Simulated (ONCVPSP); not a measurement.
**tin (Sn): one change to an ONCV potential, before and after**

ONCVPSP 4.0.1 input, shortened (lines: element, Z, core and valence counts, functional; n l f; lmax; l rc ep ncon nbas qcut; lloc lpopt rc5 dvloc0; l nproj debl; icmod fcfact rcfact), LDA (Perdew-Wang 92), non-relativistic:

```
  Sn 50.00    8    3  -001012      upf
    1    0    2.00
    2    0    2.00
    2    1    6.00
    3    0    2.00
    3    1    6.00
    3    2   10.00
    4    0    2.00
    4    1    6.00
    4    2   10.00
    5    0    2.00
    5    1    2.00
    2
    0    1.85    0.00    5    9    2.90
    1    1.85    0.00    4    9    4.80
    2    1.30    0.00    4    9   10.50
    4    5    0.95   -1.00
    0    1    2.90
    1    1    3.30
    2    2    0.80
    3    2.75    1.10
```

In the d channel the program set the typed energies aside and used -1.005, 0.250 Ha.

Change: core correction Teter function, fcfact 2.75, rcfact 1.86.

Cutoffs: the cutoffs (Ha) at which the residual kinetic energy of the hardest occupied pseudo-wave falls to 1 and 0.1 mHa per electron; they do not see the model core or the augmentation charge, which bear on the density cutoff. Errors are all-electron minus pseudo energies relative to the spin-unpolarised reference configuration.

Question: How do hardness, ghosts and transferability respond?

Answer: The potential gets neither clearly harder nor softer (42 Ha and 68 Ha → 42 Ha and 68 Ha); both files keep a bound ghost (p, s); of the 3 tests that both files solve, the error grows in 1 and shrinks in 2 by more than 15 % and 0.3 meV (median size 4.8 → 5.4 meV). A model core, the more so a compact one, raises the density cutoff, which this test does not measure.

| quantity | base | changed |
| --- | --- | --- |
| cutoff, loose | 42 Ha | 42 Ha |
| cutoff, tight | 68 Ha | 68 Ha |
| bound ghosts | s, p | s, p |
| GHOST(+) flags under 300 eV | s at 7.0 eV | s at 7.0 eV |
| tests with a reliable result | 3 of 4 | 3 of 4 |
| error for 4d10 5s2 5p1, meV [ΔE 7.14 eV] | +3.1 | +1.8 |
| error for 4d10 5s2 5p0, meV [ΔE 21.39 eV] | +17 | +5.4 |
| error for 4d10 5s0 5p4, meV [ΔE 12.63 eV] | +4.8 | -8.9 |
| s: phases at 1.88 bohr within 0.05 rad from the reference energy up to (Ha; the scan ends near 5) | 0.0 | 0.0 |
| p: phases at 1.88 bohr within 0.05 rad from the reference energy up to (Ha; the scan ends near 5) | 0.4 | 0.4 |
| d: phases at 1.32 bohr within 0.05 rad from the reference energy up to (Ha; the scan ends near 5) | to the end of the scan | to the end of the scan |
| rms error of d²Exc/dni dnj with the model core, mHa | 3.43 | 0.62 |

 A true bound ghost makes a file unfit for plane-wave use even where its test errors are small: the radial tests pick states by their node count and pass the ghost by.
